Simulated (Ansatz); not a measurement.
Isolated molecules relaxed with PBE0-D4/def2-TZVP in Ansatz; ΔE leaves out vibrations. CCSD(T)/CBS is the MP2 limit (def2-TZVPP, def2-QZVPP) plus CCSD(T) − MP2 in def2-TZVPP, frozen cores. This one scheme is used for every species. Functionals use def2-TZVPP. HSE06 is defined as in plane-wave codes. For Zn outer-core shells are correlated without core-valence functions, which leaves a few kJ/mol of doubt a bond. Scalar relativity is left out up to krypton. Each species was taken in one conformer, which may not be the lowest.

`[CH3][ZnH]` + `O[SiH2]F` → `F[SiH2][O][ZnH]` + CH₄  (ligand exchange at a Zn–C bond)

| level | ΔE (kJ/mol) | difference from CCSD(T)/CBS |
| --- | --- | --- |
| LDA (SPW92) | -88.9 | 17.9 |
| HSE06-D4 | -97.6 | 9.2 |
| ωB97X-V | -105.5 | 1.3 |
| PBE | -92.4 | 14.4 |
| r2SCANh | -104.6 | 2.2 |
| RPA@PBE/def2-TZVPP | -105.2 | 1.6 |
| HF/def2-SVP | -134.1 | -27.3 |
| CCSD/def2-SVP | -126.5 | -19.7 |
| CCSD(T)/def2-SVP | -124.8 | -18.0 |
| HF/def2-TZVPP | -123.1 | -16.3 |
| MP2/def2-TZVPP | -105.2 | 1.6 |
| SCS-MP2/def2-TZVPP | -110.1 | -3.3 |
| CCSD(T)/def2-TZVPP | -106.3 | 0.5 |
| HF/def2-QZVPP | -126.3 | -19.5 |
| SCS-MP2/def2-QZVPP | -111.4 | -4.6 |
| MP2/CBS(def2) | -105.7 | 1.1 |
| CCSD(T)/CBS | -106.8 | 0 |

Largest T1 diagnostic among the species: 0.015.

At CCSD(T), def2-SVP lies −18.0 kJ/mol from the extrapolated value and def2-TZVPP +0.5 kJ/mol. From PBE to PBE0 (25 % exact exchange), in def2-TZVPP and without D4, ΔE moves by −3.9 kJ/mol. In def2-TZVPP, CCSD(T) changes the Hartree–Fock value by +16.8 kJ/mol (the triples alone add +2.1 kJ/mol) and MP2 by +17.8 kJ/mol.
